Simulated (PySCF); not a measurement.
## Correlation energy of Tl³⁺ (thallium, charge +3)

[Xe] 4f14 5d10, closed-shell 1S. All numbers are calculated (PySCF 2.14, the spin-free X2C one-electron Hamiltonian (Gaussian nucleus), in x2c-TZVPPall with one added diffuse shell each of s, p, d, f type (12s8p7d4f, 99 functions)). Frozen: [Kr] 4d10 4f14; 18 electrons correlated.

| level | correlation energy (mhartree) |
| --- | --- |
| CCSD | -337.41 |
| (T) | -4.79 |
| CCSD(T) | -342.20 |

Diagnostics: T1 = 0.0049, D1 = 0.0093, largest double amplitude 0.015.

Cost of the coupled-cluster step: about 6 core-seconds, for 18 correlated electrons.

Iterations:

```
CC2 = 0
CCSD nocc = 9, nmo = 69
frozen orbitals [0, 1, 2, 3, 4, 5, 6, 7, 8, 9, 10, 11, 12, 13, 14, 15, 16, 17, 18, 19, 20, 21, 22, 24, 25, 26, 27, 28, 29, 30]
max_cycle = 100
direct = 0
conv_tol = 1e-08
conv_tol_normt = 1e-06
diis_space = 8
diis_start_cycle = 0
Init t2, MP2 energy = -20241.9691387889  E_corr(MP2) -0.350199974117484
Init E_corr(CCSD) = -0.35019997411846
cycle = 1  E_corr(CCSD) = -0.332224143530232  dE = 0.0179758306  norm(t1,t2) = 0.0252811
cycle = 2  E_corr(CCSD) = -0.337390947640222  dE = -0.00516680411  norm(t1,t2) = 0.00551107
cycle = 3  E_corr(CCSD) = -0.337196279981234  dE = 0.000194667659  norm(t1,t2) = 0.00173915
cycle = 4  E_corr(CCSD) = -0.337416712098778  dE = -0.000220432118  norm(t1,t2) = 0.000533416
cycle = 5  E_corr(CCSD) = -0.337414905907163  dE = 1.80619162e-06  norm(t1,t2) = 6.45536e-05
cycle = 6  E_corr(CCSD) = -0.337410327990712  dE = 4.57791645e-06  norm(t1,t2) = 1.01009e-05
cycle = 7  E_corr(CCSD) = -0.337410401630493  dE = -7.36397804e-08  norm(t1,t2) = 1.56076e-06
cycle = 8  E_corr(CCSD) = -0.337410514606664  dE = -1.12976172e-07  norm(t1,t2) = 1.92016e-07
cycle = 9  E_corr(CCSD) = -0.337410513112381  dE = 1.49428314e-09  norm(t1,t2) = 3.34405e-08
CCSD converged
E(CCSD) = -20241.95634932789  E_corr = -0.3374105131123812
CCSD(T) correction = -0.0047878034040615
```

This basis was not built for core-valence correlation, so the inner-shell part is incomplete.
